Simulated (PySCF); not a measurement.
How methods differ on the ionisation energy of Zr

Zr [Kr] 4d2 5s2 (3F) → Zr⁺ [Kr] 4d2 5s1 (4F), as a difference of total energies. Calculation: PySCF 2.14, in aug-cc-pVTZ-DK (9s8p6d3f2g, 102 functions); scalar relativity by spin-free X2C-1e. Correlated levels: valence: [Kr] frozen. The calculations carry no spin-orbit coupling.

```csv
method,ionisation energy (eV)
UHF,5.184
LDA,6.715
PBE,6.413
PBE0,6.274
r2SCAN,6.110
B3LYP,6.593
HSE06,6.292
PBEsol,6.388
MP2 (valence),6.116
SCS-MP2 (valence),6.310
```

Q: How much does correlation contribute at MP2 (valence)?

A: 6.116 − (5.184) = 0.932 eV, measured against UHF.

Errors of the correlated levels include the incompleteness of this basis and the frozen core.

MP2 underrates the near-degeneracy of ns² with np² in the lower species.

For comparison: 6.639 eV (measured; NIST levels, between the centres of gravity of the two terms).
